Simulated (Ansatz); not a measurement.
Start from `C[NH][GeH2][F]` and change one atom or group to get `C[NH][GeH]([F])[Cl]`.

Ansatz, PBE0-D4/def2-TZVP geometries, multiplicity 1. Each molecule was computed in one conformer, which needn't be the lowest.

Scalar relativity is left out up to krypton.

```tsv
property	`C[NH][GeH2][F]`
LUMO energy (PBE0/def2-TZVPP) / eV	0.68
HOMO energy (ωB97M-V/def2-TZVPP) / eV	-9.56
LUMO energy (ωB97M-V/def2-TZVPP) / eV	2.25
HOMO energy (PBE/def2-TZVPP) / eV	-5.79
HOMO–LUMO gap (PBE0/def2-TZVPP) / eV	7.88
HOMO–LUMO gap (B3LYP/def2-TZVPP) / eV	7.34
```

Q: What does the change do to each property? (Estimate.)

A: Ansatz gave: 
| property | `C[NH][GeH]([F])[Cl]` | shift |
| --- | --- | --- |
| LUMO energy (PBE0/def2-TZVPP) / eV | 0.03 | -0.65 |
| HOMO energy (ωB97M-V/def2-TZVPP) / eV | -9.85 | -0.29 |
| LUMO energy (ωB97M-V/def2-TZVPP) / eV | 1.96 | -0.29 |
| HOMO energy (PBE/def2-TZVPP) / eV | -6.12 | -0.33 |
| HOMO–LUMO gap (PBE0/def2-TZVPP) / eV | 7.56 | -0.32 |
| HOMO–LUMO gap (B3LYP/def2-TZVPP) / eV | 6.97 | -0.37 |

With PBE0 the HOMO falls by 0.33 eV and the LUMO falls by 0.65 eV, so the gap narrows by about 0.32 eV. PBE moves the HOMO by -0.33 eV and ωB97M-V by -0.29 eV.

B3LYP here is the variant with VWN-RPA as its local correlation; programs differ in this.
